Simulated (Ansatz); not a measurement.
Abridged output of a molecular run in Ansatz:

```
Functional definition: HF
1635 factors; integrals over basis functions are off by at most 1.0e-3 eV
mean field evaluation 1: about -5837.7511 eV, gradient 4.9e1 eV
mean field evaluation 2: about -5837.9226 eV, gradient 4.9e1 eV
mean field evaluation 4: about -5843.2357 eV, gradient 4.1e0 eV
mean field evaluation 8: about -5843.2966 eV, gradient 2.3e-1 eV
mean field -5843.29684858 eV, -214.7371984563 hartree, gradient 1.9e-6 eV, S^2 0.000000; 0 other end points of the search recorded, 0 dependent functions left out
5 core orbitals not correlated: weight in the atoms' cores, before any rotation towards them, 1.000 or more for the frozen orbitals, at most 0.000 for the correlated occupied ones
reference -5843.29684858 eV, -214.7371984563 hartree; 15, 15 occupied and 261, 261 virtual orbitals, 1635 factors
second order -24.02001517 eV of doubles, -0.00000000 eV of singles
cycle   1  -24.64690045 eV  change   -6.3e-1 eV  update   9.1e-2
cycle   2  -25.18053533 eV  change   -5.3e-1 eV  update   2.5e-2
cycle   3  -25.27438657 eV  change   -9.4e-2 eV  update   1.2e-2
cycle   4  -25.26645736 eV  change    7.9e-3 eV  update   3.0e-3
cycle   5  -25.26684264 eV  change   -3.9e-4 eV  update   1.4e-3
cycle   6  -25.26687206 eV  change   -2.9e-5 eV  update   3.8e-4
cycle   7  -25.26668417 eV  change    1.9e-4 eV  update   1.3e-4
cycle   8  -25.26667101 eV  change    1.3e-5 eV  update   4.1e-5
cycle   9  -25.26667468 eV  change   -3.7e-6 eV  update   1.3e-5
perturbative correction -0.96915877 eV, -0.0356159280 hartree
Total energy: -5869.53268203 eV, -215.7013475523 hartree
```

Its atoms:

```xyz
14

C     0.0858   -1.4242    1.3094
N     0.4647   -0.0865    0.9399
B     0.1245    0.6006   -0.2508
C    -0.7638   -0.0856   -1.3664
N     0.5871    1.9268   -0.4484
H    -0.5105   -1.4481    2.2293
H     0.9553   -2.0755    1.4589
H    -0.5192   -1.8663    0.5180
H     1.0312    0.3797    1.6297
H    -1.7451   -0.3769   -0.9786
H    -0.2969   -0.9984   -1.7498
H    -0.9366    0.5726   -2.2213
H     1.1545    2.4344    0.2070
H     0.3689    2.4476   -1.2769
```

Question: Which basis set was used?
A. def2-SVPD
B. def2-QZVPP
C. def2-SVP
D. def2-TZVPP

Answer: D. It gives 281 functions.

Question: Write the keys of the input that set method, charge and spin (a neutral closed shell needs none for the last two).

Answer: 
```yaml
correlation: {method: ccsd_t}
```
